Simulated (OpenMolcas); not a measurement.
## Fe2+: effect of the metal basis

Fe2+ with its 6 nearest fluoride ions at 2.111 Å, on the Cd site of idealised cubic KCdF3 (a = 4.302 Å, distance in the model lattice 2.151 Å). The rest of the host is ab initio model potentials to 7.6 Å and point charges beyond; the distance is set by hand and nothing relaxes.

```yaml
Program: OpenMolcas 26.06
Method: CASSCF
Spin-orbit_coupling: state interaction with AMFI integrals over the reference wave functions
```

Fixed: ligand basis ANO-RCC-VDZP, active space 6 electrons in 5 orbitals (3d), DKH2 Hamiltonian.

States (labels of O, the rotations of Oh). Energies in cm-1 above the lowest state or level, χT in cm3 K/mol; under a threefold ground state the first gap can be a small split of the lowest multiplet, not the spin-orbit step.

```tsv
Run	Metal basis	Ground state	First state of that spin	First gap with spin-orbit (degeneracies)	χT at 300 K	First state of another spin	Cost
A	ANO-RCC-VDZP	5T2	5E 7256	192.0 (3, 2)	4.109	3T1 17681	roughly 30 core-seconds
B	ANO-RCC-VTZP	5T2	5E 7044	190.5 (3, 2)	4.110	3T1 18086	roughly 50 core-seconds
```

Against A, the first state of the same spin changes by -2.9 % in B.

Costs are those of the RASSCF and RASSI steps.

An orbital triplet at a regular site is open to Jahn-Teller coupling, which can distort the site and quench the lowest spin-orbit gaps and is left out. Without dynamic correlation the repulsion within the d shell is too large (B by tens of per cent), so at a given field states of lower spin stand too high. Ligand-to-metal charge-transfer states are missing. With no ligand orbital active B as a rule stays too high, so bands that hang on it stand too high and its fall with covalency is understated. With metal d orbitals alone and no dynamic correlation 10Dq can be off by a tenth to a fifth, either way, in oxide and fluoride hosts. No measured value stands beside these numbers; the geometry was set by hand and not optimised.
